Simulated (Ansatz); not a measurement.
Coupled-cluster run, `O[B]O[SiH3]` radical.

```yaml
crystal:
  periodic: [false, false, false]
  atoms:
    - {symbol: O, position_ang: [-0.766046, 1.236727, 1.753154]}
    - {symbol: B, position_ang: [-1.469332, 0.676254, 0.751612]}
    - {symbol: O, position_ang: [-0.997813, -0.051672, -0.276679]}
    - {symbol: Si, position_ang: [0.442958, -0.614455, -0.858838]}
    - {symbol: H, position_ang: [0.189618, 1.090270, 1.715822]}
    - {symbol: H, position_ang: [0.651273, -0.062128, -2.216460]}
    - {symbol: H, position_ang: [1.558857, -0.181580, 0.029497]}
    - {symbol: H, position_ang: [0.390496, -2.093406, -0.898107]}
basis:
  gaussian: {orbitals: def2-QZVPP}
magnetization: {spin_polarized: true, initial_magnetization: 1}
correlation: {method: ccsd_t}
scf: {omitted_lower_state_checks: [cluster_reference]}
```

```sh
$ ansatz run in.yaml --threads 2 --pin off --events-out ev --progress --plain --max-ram 22528MiB --backend cuda --devices 0, --max-vram 18GiB
```

Output of Ansatz, abridged:

```
Functional definition: HF
2184 factors; integrals over basis functions are off by at most 8.5e-4 eV
mean field evaluation 1: about -12671.9803 eV, gradient 3.3e1 eV
mean field evaluation 2: about -12671.9814 eV, gradient 3.3e1 eV
mean field evaluation 4: about -12676.6560 eV, gradient 3.3e0 eV
mean field evaluation 8: about -12676.8146 eV, gradient 2.1e-1 eV
mean field -12676.81530263 eV, -465.8643697176 hartree, gradient 3.0e-6 eV, S^2 0.753027; 0 other end points of the search recorded, 0 dependent functions left out
8 core orbitals not correlated: weight in the atoms' cores, before any rotation towards them, 1.000 or more for the frozen orbitals, at most 0.000 for the correlated occupied ones
reference -12676.81530263 eV, -465.8643697176 hartree; 12, 11 occupied and 341, 342 virtual orbitals, 2184 factors
second order -19.62484744 eV of doubles, -0.00000000 eV of singles
cycle   1  -19.61071061 eV  change    1.4e-2 eV  update   9.6e-2
cycle   2  -20.08948153 eV  change   -4.8e-1 eV  update   2.9e-2
cycle   3  -20.20530198 eV  change   -1.2e-1 eV  update   1.6e-2
cycle   4  -20.19022346 eV  change    1.5e-2 eV  update   4.8e-3
cycle   5  -20.18977219 eV  change    4.5e-4 eV  update   2.5e-3
cycle   6  -20.19058847 eV  change   -8.2e-4 eV  update   8.2e-4
cycle   7  -20.19037383 eV  change    2.1e-4 eV  update   3.6e-4
cycle   8  -20.19042986 eV  change   -5.6e-5 eV  update   1.3e-4
cycle   9  -20.19047586 eV  change   -4.6e-5 eV  update   4.6e-5
cycle  10  -20.19045932 eV  change    1.7e-5 eV  update   1.7e-5
perturbative correction -0.76616033 eV, -0.0281558728 hartree
Total energy: -12697.77192228 eV, -466.6345112848 hartree
Checks for a lower state left out: cluster_reference
```

Hardware: 2 threads of an AMD EPYC 7R13 on a shared host and a share of an NVIDIA H100 80 GB. Wall time 38 s, peak host memory 1.7 GiB.

The correlation energy is -20.957 eV, 3.7 % of it from (T); the T1 diagnostic reads 0.0143.
